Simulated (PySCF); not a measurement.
C4H4BrCl, SMILES ClCC=C=CBr.

Coordinates come from a PBE0-D3(BJ)/def2-SVP optimisation. The structure was generated by enumeration; whether it is a known compound was not checked. One conformer was computed; it need not be the lowest.

Computed with ωB97X/def2-TZVP (PySCF).

The molecule is in vacuum.

**Question.** Estimate the frontier levels, gap, dipole moment and polarisability. (The exact figures need the calculation; the answer reports its results.)

**Answer.** 
```
Quantity                                                                                                        Result
---------------------------------------------------------------------------------------------  -----------------------
highest occupied level                                                                                        -9.75 eV
lowest empty level                                                                                             0.82 eV
orbital gap                                                                                                   10.56 eV
dipole moment                                                                                                   0.42 D
quadrupole, principal values (traceless, Buckingham form, about the centre of nuclear charge)   -11.89, 3.46, 8.43 D·Å
mean static polarisability                                                                       84.8 bohr³ (12.56 Å³)
polarisability, principal values                                                               54.9, 62.2, 137.2 bohr³
```
